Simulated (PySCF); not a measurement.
Compound: C6H13OP.
SMILES: `P1(CCOC)C[C@H]1C`

Jobs on this species (21 atoms, 72 electrons) with PySCF (density fitting). Hardware of each: Arm Neoverse N1, one thread, shared host. The host was shared with other jobs, so the times are rough.

**Question.** Rank these jobs by wall time, shortest first.
A. PBE0/pcSseg-1, IEF-PCM chloroform; shieldings, ring-centre shieldings, charges and field gradients; 208 basis functions
B. HF/pcSseg-1; shieldings, ring-centre shieldings; 208 basis functions
C. PBE0/def2-SVPD; 10 singlets by full TDDFT, 4 Tamm–Dancoff triplets, polarisability, ΔSCF ions; 271 basis functions
D. PBE0-D3(BJ)/def2-SVP, grid level 1; geometry optimisation from a GFN2-xTB start; 181 basis functions

**Answer.** B (33 s), A (68 s), D (4.1 min), C (12 min).

All jobs:

```csv
level and settings,work,basis functions,SCF cycles,wall time
HF/pcSseg-1,"shieldings, ring-centre shieldings",208,11,33 s
"PBE0/pcSseg-1, IEF-PCM dichloromethane","shieldings, ring-centre shieldings",208,13,61 s
"PBE0/pcSseg-1, IEF-PCM chloroform","shieldings, ring-centre shieldings, charges and field gradients",208,13,68 s
PBE0/pcSseg-1,"shieldings, ring-centre shieldings, charges and field gradients",208,14,68 s
"PBE0-D3(BJ)/def2-SVP, grid level 1",geometry optimisation from a GFN2-xTB start,181,61,4.1 min
"delta-SCF UKS SCAN, pcX-2 on the ionised atom, pcseg-1 elsewhere, spin-free X2C","ΔSCF core ionisation, 9 holes",223,155,5.2 min
PBE0/def2-SVPD,"10 singlets by full TDDFT, 4 Tamm–Dancoff triplets, polarisability, ΔSCF ions",271,14,12 min
```

**Question.** What do all jobs in the table cost together?

**Answer.** About 25 min; the longest takes about 48 % of that, and about 22 times as long as the shortest.
